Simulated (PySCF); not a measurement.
**Basis and Hamiltonian dependence of the ionisation energy of Cu**

Cu [Ar] 3d10 4s1 (2S) → Cu⁺ [Ar] 3d10 (1S). All values are computed (PySCF 2.14, energy differences of UHF-based or UKS calculations, no spin-orbit coupling). Values in eV.

| basis | Hamiltonian | functions | UHF | PBE | PBE0 | MP2 (valence) | CCSD(T) (valence) | CCSD(T) (valence and next inner shell) |
| --- | --- | --- | --- | --- | --- | --- | --- | --- |
| x2c-SVPall | spin-free X2C | 36 | 6.561 | 8.257 | n/a | 7.149 | 7.185 | n/a |
| Sapporo-DKH3-DZP-2012 | spin-free X2C | 40 | 6.569 | n/a | n/a | 7.352 | 7.348 | n/a |
| jorge-DZP-DKH | spin-free X2C | 43 | 6.446 | n/a | n/a | 6.947 | 6.957 | n/a |
| def2-TZVP | non-relativistic | 45 | 6.442 | n/a | 7.771 | 7.161 | 7.157 | n/a |
| x2c-TZVPall | spin-free X2C | 48 | 6.598 | n/a | 7.990 | 7.390 | 7.388 | n/a |
| aug-cc-pVDZ-PP with ECP10MDF | ECP | 54 | 6.596 | 8.387 | 7.980 | 7.542 | 7.529 | n/a |
| def2-TZVPPD | non-relativistic | 67 | 6.441 | 8.160 | 7.771 | 7.292 | 7.280 | 7.299 |
| aug-cc-pwCVDZ-PP with ECP10MDF | ECP | 70 | 6.596 | 8.359 | 7.958 | 7.551 | 7.537 | 7.573 |
| aug-cc-pVTZ-PP with ECP10MDF | ECP | 88 | 6.585 | 8.343 | 7.941 | 7.642 | 7.653 | n/a |
| def2-QZVPPD | non-relativistic | 100 | 6.422 | 8.144 | 7.747 | 7.425 | 7.454 | n/a |
| dyall-av2z | non-relativistic | 101 | 6.428 | 8.165 | 7.766 | 7.366 | 7.409 | n/a |
| aug-cc-pVTZ-PP with one added diffuse shell each of s, p, d, f, g type with ECP10MDF | ECP | 113 | 6.584 | 8.343 | 7.941 | 7.672 | n/a | n/a |
| aug-cc-pwCVTZ-PP with ECP10MDF | ECP | 122 | 6.585 | 8.341 | 7.940 | 7.648 | n/a | n/a |
| aug-cc-pVQZ-PP with ECP10MDF | ECP | 135 | 6.583 | 8.338 | 7.936 | 7.675 | n/a | n/a |

Extrapolation of MP2 (valence) from aug-cc-pVTZ-PP with ECP10MDF and aug-cc-pVQZ-PP with ECP10MDF: the correlation parts are 1.057 and 1.091 eV; with the X⁻³ form and unrounded values, (4³ × 1.091 − 3³ × 1.057)/(4³ − 3³) = 1.116 eV, and adding the Hartree-Fock value 6.583 eV of the larger basis gives 7.700 eV.

Frozen in the all-electron rows: valence: [Ar]; valence and next inner shell: [Ne]; with a core potential, the same shells as far as they lie outside it.

Non-relativistic rows lack the scalar-relativistic shift.

Reference for a calculation without spin-orbit coupling: 7.726 eV (measured, between term centres; NIST).
